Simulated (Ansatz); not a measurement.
Mulliken charges of H4SSiSn, SMILES `[SiH2]1[S][SnH2]1` from r2SCAN/def2-TZVPP in Ansatz (PBE0-D4/def2-TZVP geometry).

```json
{"atom": "Si1", "x (Å)": "-0.945", "y (Å)": "-0.064", "z (Å)": "-0.831", "charge (e)": "0.215"}
{"atom": "S2", "x (Å)": "-0.250", "y (Å)": "-1.765", "z (Å)": "0.216", "charge (e)": "-0.425"}
{"atom": "Sn3", "x (Å)": "0.937", "y (Å)": "0.377", "z (Å)": "0.711", "charge (e)": "0.518"}
{"atom": "H4", "x (Å)": "-2.295", "y (Å)": "0.448", "z (Å)": "-0.493", "charge (e)": "-0.061"}
{"atom": "H5", "x (Å)": "-0.710", "y (Å)": "-0.013", "z (Å)": "-2.294", "charge (e)": "-0.061"}
{"atom": "H6", "x (Å)": "0.749", "y (Å)": "0.741", "z (Å)": "2.362", "charge (e)": "-0.094"}
{"atom": "H7", "x (Å)": "2.575", "y (Å)": "0.209", "z (Å)": "0.283", "charge (e)": "-0.094"}
```

Problem. By hand: the dipole of these point charges (1 e Å = 4.8032 D).

Solution. Σ q r = (0.259, 0.816, 0.019) e Å, of length 0.856 e Å = 4.11 D.

Problem. How does the dipole of the full density compare? (Estimate.)

Solution. Computed: (0.072, 0.427, -0.046) e Å, 2.09 D; the point charges give 1.97 times that, at 11° from its direction.

Point charges leave out the atoms' own dipoles, such as those of lone pairs, and Mulliken's split depends on the basis, so the two needn't agree.
